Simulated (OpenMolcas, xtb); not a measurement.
**Si2NH6Cl (SMILES N[SiH]([SiH3])Cl): methods side by side**

Si2NH6Cl: 10 atoms, total charge 0, spin state singlet. As SMILES, `N[SiH]([SiH3])Cl`. The shape is that of a PBE0-D4/def2-TZVP optimisation. This is one conformer, not always the lowest.

```
atom    x (Å)    y (Å)    z (Å)
   N  -0.5004   1.6404  -0.4766
  Si  -0.0887   0.0244  -0.8347
  Si   0.6780  -1.0308   1.1036
  Cl  -1.6696  -1.1358  -1.5384
   H  -1.0668   1.8573   0.3279
   H  -0.6576   2.3023  -1.2205
   H   0.8891   0.0600  -1.9482
   H   0.8722  -2.4826   0.8551
   H  -0.3361  -0.8538   2.1795
   H   1.9629  -0.4326   1.5554
```

Quantity: the dipole moment, in D. The values are calculated.

```csv
level,kind,program,value (D),CPU time
GFN2-xTB,semi-empirical,xtb,2.28,under 2 s
HF/6-31G* (spherical functions),Hartree–Fock,OpenMolcas,2.37,13 s
SVWN5/6-31G* (spherical functions),LDA,OpenMolcas,2.39,37 s
BLYP/6-31G* (spherical functions),GGA,OpenMolcas,2.31,47 s
PBE/6-31G* (spherical functions),GGA,OpenMolcas,2.35,47 s
M06-L/6-31G* (spherical functions),meta-GGA,OpenMolcas,2.41,56 s
M06-2X/6-31G* (spherical functions),hybrid meta-GGA,OpenMolcas,2.36,53 s
```

The values span 2.28 to 2.41 D. Magnitudes only. CPU times are rough (shared hosts, several kinds of processor): they show what a rung costs within a factor of a few.
